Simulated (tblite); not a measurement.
C5H13P2 (charge +1).
SMILES with atom numbers: `[CH2:1]=[CH:2][CH2:3][P+:4]([CH3:5])([CH3:6])[PH2:7]` (hydrogens: H8, H9 on C1; H10 on C2; H11, H12 on C3; H13, H14, H15 on C5; H16, H17, H18 on C6; H19, H20 on P7)

Geometry (GFN2-xTB, Å), atoms numbered from 1 in this order:
```
atom  x, y, z in Å
C1     2.710    1.078    0.225
C2     1.954    0.055    0.575
C3     1.077   -0.704   -0.377
P4    -0.676   -0.342    0.002
C5    -1.010    1.361   -0.553
C6    -1.709   -1.464   -0.985
P7    -0.992   -0.724    2.116
H8     2.758    1.433   -0.792
H9     3.336    1.587    0.937
H10    1.941   -0.303    1.598
H11    1.280   -0.425   -1.415
H12    1.225   -1.782   -0.258
H13   -0.286    2.035   -0.095
H14   -2.017    1.659   -0.265
H15   -0.917    1.415   -1.637
H16   -1.399   -1.425   -2.029
H17   -1.598   -2.482   -0.613
H18   -2.755   -1.170   -0.910
H19   -0.587    0.570    2.459
H20   -2.340   -0.361    2.013
```

Computed values, GFN2-xTB/tblite, gas phase, harmonic and unscaled. Against measured fundamentals such values can be off by several per cent, at times by over 20. Modes of hydrogen on phosphorus can be 10 to 20 % off. One conformer, not necessarily the lowest.

Harmonic wavenumbers (cm⁻¹): 45.1, 60.5, 112.7, 139.8, 152.3, 156.2, 172.0, 189.6, 219.6, 221.4, 288.0, 406.8, 461.6, 594.8, 708.1, 721.1, 737.8, 768.3, 777.7, 795.7, 847.8, 865.1, 896.8, 913.5, 917.2, 938.7, 1015.7, 1033.2, 1082.8, 1143.6, 1179.1, 1276.1, 1311.9, 1317.1, 1380.8, 1394.3, 1396.7, 1403.0, 1404.6, 1405.8, 1704.4, 2243.9, 2288.2, 2936.7, 2951.3, 2995.6, 2997.4, 3000.6, 3001.9, 3004.2, 3005.1, 3035.5, 3107.5, 3147.4.

A = 2075, B = 1277, C = 1047 MHz; mass 135.049 u (most abundant isotopes); point group C1, symmetry number 1.

**Question.** Zero-point energy?

**Answer.** Half the sum of the wavenumbers: 35136 cm⁻¹ = 420.32 kJ/mol.

**Question.** Give the ideal-gas entropy at 200 K and 1 bar in the rigid-rotor, harmonic-oscillator model (classical rotation).

**Answer.** Translation 161.74, rotation 116.94, vibration 101.29: S = 380.0 J/(mol K).

**Question.** And Cp and H(200 K) − H(0)?

**Answer.** Cp = 135.57 J/(mol K), of which vibrations give 102.32 (their classical limit is 54 R = 449.0); H(200 K) − H(0) = 17.69 kJ/mol without the zero-point energy, 11.04 from vibrations.

**Question.** What must be added to the electronic energy to get the Gibbs energy at 200 K and 1 bar?

**Answer.** ZPE + [H(200 K) − H(0)] − T·S = 420.32 + 17.69 − 75.99 = 362.02 kJ/mol.

**Question.** Which modes carry the vibrational entropy at 200 K?

**Answer.** 45.1 cm⁻¹: 17.71; 60.5 cm⁻¹: 15.30; 112.7 cm⁻¹: 10.28; 139.8 cm⁻¹: 8.61; 152.3 cm⁻¹: 7.96; 156.2 cm⁻¹: 7.77 J/(mol K); the other 48 give 33.66 together.

**Question.** How do the functions run with temperature in this model?

**Answer.** 
| T (K) | S (J/(mol K)) | Cp (J/(mol K)) | H − H(0) (kJ/mol) | G − H(0) (kJ/mol) | ln q(vib) |
| --- | --- | --- | --- | --- | --- |
| 50 | 248.0 | 61.0 | 2.18 | -10.22 | 0.61 |
| 100 | 301.5 | 94.3 | 6.14 | -24.01 | 2.14 |
| 298.15 | 441.9 | 177.7 | 33.04 | -98.70 | 8.70 |
| 373.15 | 485.2 | 209.1 | 47.56 | -133.48 | 11.01 |
| 500 | 553.0 | 254.6 | 77.09 | -199.39 | 14.78 |
| 750 | 669.2 | 318.4 | 149.28 | -352.60 | 21.74 |
| 1000 | 767.0 | 361.3 | 234.56 | -532.46 | 28.08 |

q(vib) and H(0) count from the zero-point level.

**Question.** Blend soft modes into free rotors: weight 1/[1 + (100 cm⁻¹/ν̃)⁴] for the oscillator and the rest for a rotor with moment μB/(μ + B), μ = h/(8π²ν), B = 10⁻⁴⁴ kg m². What vibrational entropy results?

**Answer.** 95.20 J/(mol K) in place of 101.29, which changes −T·S at 200 K by +1.22 kJ/mol.

Hindered rotation and anharmonicity are outside this model. Other conformers, if any are populated, would add a mixing term that is left out. The structure is chiral; the term R ln 2 for an equal mix with its mirror image is left out.
